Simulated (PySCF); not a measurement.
C2H9NSi, SMILES [SiH](N)(C)C. Geometry optimised at B3LYP-D3(BJ)/def2-SVP. The values are those of a single conformer.

Computed equilibrium geometry at B3LYP-D3(BJ)/def2-SVP (PySCF confirms it by a frequency run) as bond lengths and angles (one conformer of several):
Atoms: Si1 C2 C3 N4 H5 H6 H7 H8 H9 H10 H11 H12 H13. Bond lengths (Å): Si1–C2 1.891, Si1–C3 1.882, Si1–N4 1.744, Si1–H5 1.495, C2–H6 1.103, C2–H7 1.103, C2–H8 1.103, C3–H9 1.101, C3–H10 1.103, C3–H11 1.102, N4–H12 1.016, N4–H13 1.016. Angles (°): C2–Si1–C3 109.0, C2–Si1–N4 115.1, C2–Si1–H5 107.9, C3–Si1–N4 107.8, C3–Si1–H5 110.9, N4–Si1–H5 106.1, Si1–C2–H6 111.1, Si1–C2–H7 111.3, Si1–C2–H8 111.1, H6–C2–H7 107.7, H6–C2–H8 107.8, H7–C2–H8 107.7, Si1–C3–H9 111.1, Si1–C3–H10 110.8, Si1–C3–H11 111.1, H9–C3–H10 107.9, H9–C3–H11 108.4, H10–C3–H11 107.4, Si1–N4–H12 119.1, Si1–N4–H13 119.2, H12–N4–H13 109.9.
